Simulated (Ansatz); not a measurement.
AlSiCl₂OH₃⁻, that is (Cl)2Al-O-SiH3 with one electron more. Total charge -1; doublet. Geometry r2SCAN-D4/def2-SVP, that of the neutral singlet; atoms count from 1.

Cartesian coordinates in Å:
```
Al -1.787 0.224 0.032
Cl -2.686 1.775 -1.031
Cl -2.979 -1.075 1.143
O -0.123 0.024 -0.008
Si 1.518 -0.189 -0.029
H 2.195 1.077 0.377
H 1.904 -1.274 0.920
H 1.958 -0.563 -1.404
```

The highest occupied level of the charge -1 doublet lies above zero (up to 1.13 eV). By energy differences its removal costs 0.16 eV (vertical, to the charge 0 singlet, at PBE0-D4/def2-TZVPD); a positive level beside a positive removal energy at the same level points to self-interaction error.

**Question.** Estimate the Mulliken populations from the PBE0/def2-TZVPD orbitals of Ansatz.

**Answer.** 
| atom | charge (e) | spin (α − β) |
| --- | --- | --- |
| Al1 | -1.07 | 1.71 |
| Cl2 | -0.08 | -0.21 |
| Cl3 | -0.08 | -0.21 |
| O4 | 0.24 | -0.23 |
| Si5 | 0.14 | -0.07 |
| H6 | -0.05 | 0.00 |
| H7 | -0.05 | 0.00 |
| H8 | -0.05 | 0.00 |
Mulliken values and Mayer orders depend strongly on the basis. With diffuse functions, as here, like atoms can get unlike values, and bond orders can come out too low or too high.

**Question.** Where does the spin sit?

**Answer.** Summed by element: Al 1.71, Cl -0.42, O -0.23, Si -0.07, H 0.00, of 1 unpaired in all. Largest on single atoms: Al1 1.71, O4 -0.23, Cl3 -0.21.

**Question.** And the Mayer bond orders between bonded heavy atoms (over 0.3)?

**Answer.** Al1–O4 0.66 (1.68 Å); O4–Si5 1.15 (1.65 Å).
